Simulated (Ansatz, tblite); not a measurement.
Removing an electron: the cluster GeTe₂⁻ (the lowest doublet isomer of a short search). Charge -1, multiplicity 2. Geometry: r2SCAN-D4/def2-TZVPD. Ansatz, gas phase; energy differences of separate SCF runs; the oxidised species is a singlet (the triplet lies 0.30 eV higher at PBE0-D4/def2-TZVPD).

```xyz
3

Ge    0.4898   -0.0771    0.4673
Te   -1.7648    0.2553    1.3953
Te    1.2749   -0.1783   -1.8626
```

In the def2 sets Te takes a core potential; there is no spin–orbit coupling. The xTB rows come from tblite. The structure comes from a short search, and lower isomers may exist.

| level | −HOMO (eV) | vertical IE (eV) | −LUMO (eV) | HOMO–LUMO gap (eV) | remarks |
| --- | --- | --- | --- | --- | --- |
| GFN2-xTB | – | 3.81 | – | – | – |
| PBE0-D4/def2-TZVPD | 1.32 | 2.92 | -0.79 | 2.11 | restricted singlet, untested (singlet) |

Q: Estimate the rows for PBE-D4/def2-TZVPD, r2SCAN-D4/def2-TZVPD.

A: 
| level | −HOMO (eV) | vertical IE (eV) | −LUMO (eV) | HOMO–LUMO gap (eV) | remarks |
| --- | --- | --- | --- | --- | --- |
| PBE-D4/def2-TZVPD | 0.42 | 2.71 | -0.17 | 0.59 | restricted singlet, untested (singlet) |
| r2SCAN-D4/def2-TZVPD | 0.68 | 2.89 | -0.33 | 1.02 | restricted singlet, untested (singlet) |

  HOMO and LUMO are the levels of the spin that leaves or enters (xTB has no such levels and no spin-polarisation term). Other spin states of the ions may lie lower, which would lower the ionisation energy or raise the affinity. Raw xTB energy differences between charge states are shifted by several eV; the methods need an empirical correction for them.
